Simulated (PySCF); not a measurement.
Species: Se(CF3)2, C2F6Se.
InChI=1S/C2F6Se/c3-1(4,5)9-2(6,7)8

Method: PySCF, TDDFT B3LYP/def2-SVPD, vertical, gas phase, core orbitals frozen in the response. Isolated species at its PBE0-D3(BJ)/def2-SVP geometry, gas phase. Relativistic effects, spin–orbit coupling among them, are left out although an element past zinc is present.

Computed singlets:

```json
{"state": "S1", "E (eV)": "4.71", "f": "0.0000"}
{"state": "S2", "E (eV)": "6.42", "f": "0.0033"}
{"state": "S3", "E (eV)": "7.46", "f": "0.114"}
{"state": "S4", "E (eV)": "7.62", "f": "0.056"}
{"state": "S5", "E (eV)": "8.00", "f": "0.0003"}
{"state": "S6", "E (eV)": "8.06", "f": "0.0000"}
{"state": "S7", "E (eV)": "8.09", "f": "0.024"}
{"state": "S8", "E (eV)": "8.27", "f": "0.019"}
{"state": "S9", "E (eV)": "8.41", "f": "0.017"}
{"state": "S10", "E (eV)": "8.83", "f": "0.059"}
```

**Question.** How much of the mean static polarisability do these states give, one by one?

**Answer.** Each state adds f / ΔE² (ΔE in hartree, 27.2114 eV).

| state | f/ΔE² (au) | running sum (au) | running share of α (%) |
| --- | --- | --- | --- |
| S1 | 0.00 | 0.00 | 0.0 |
| S2 | 0.06 | 0.06 | 0.1 |
| S3 | 1.52 | 1.58 | 2.7 |
| S4 | 0.72 | 2.29 | 3.9 |
| S5 | 0.00 | 2.30 | 3.9 |
| S6 | 0.00 | 2.30 | 3.9 |
| S7 | 0.27 | 2.57 | 4.4 |
| S8 | 0.20 | 2.77 | 4.8 |
| S9 | 0.18 | 2.95 | 5.1 |
| S10 | 0.56 | 3.51 | 6.0 |

The full response gives 58.32 au (8.64 Å³), so 54.8 au comes from the higher roots of the same equations.

**Question.** By how much does the contribution of these states grow at 632.8 nm?

**Answer.** With ω = 0.0720 hartree each state's term in the mean polarisability goes from f / ΔE² to f / (ΔE² − ω²); the sum over all 10 states goes from 3.51 to 3.74 au, a rise of 0.24 au.

The largest single term belongs to S3, which also has the largest f.

On Intel Xeon at 2.50 GHz, one thread, on a shared host, this took 2.0 min wall (with the writing of density and orbital grids) and 1.1 GiB of memory at its peak.
